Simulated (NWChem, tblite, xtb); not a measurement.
# B2H6S2 (SMILES [BH2-]1[SH+][BH2-][SH+]1): the dipole moment, rung by rung

The species is B2H6S2 (10 atoms), meant as a singlet with charge 0. SMILES: `[BH2-]1[SH+][BH2-][SH+]1`. The coordinates come from a PBE0-D4/def2-TZVP relaxation.

Quantity: the dipole moment, in D. The values are calculated.

| level | kind | program | value (D) | CPU time |
| --- | --- | --- | --- | --- |
| GFN2-xTB | semi-empirical | tblite | 2.60 | under 2 s |
| GFN1-xTB | semi-empirical | tblite | 3.02 | under 2 s |
| GFN0-xTB | semi-empirical | xtb | 3.30 | under 2 s |
| IPEA1-xTB | semi-empirical | tblite | 3.79 | under 2 s |
| HF/STO-3G | Hartree–Fock | NWChem | 2.61 | 4.5 s |
| HF/3-21G | Hartree–Fock | NWChem | 2.63 | 4.9 s |
| HF/def2-SVP | Hartree–Fock | NWChem | 2.35 | 22 s |
| PBE/6-31G* (spherical functions) | GGA | NWChem | 2.29 | 64 s |
| B3LYP/6-31G* (Cartesian functions) | global hybrid | NWChem | 2.26 | 53 s |
| PBE0/def2-SVP | global hybrid | NWChem | 2.32 | 30 s |

The values span 2.26 to 3.79 D. Magnitudes only. Sets without polarisation functions give poor dipoles. Without the sets that lack polarisation functions the rows with a basis span only 2.26 to 2.35 D. CPU times are rough (shared hosts, several kinds of processor and program).
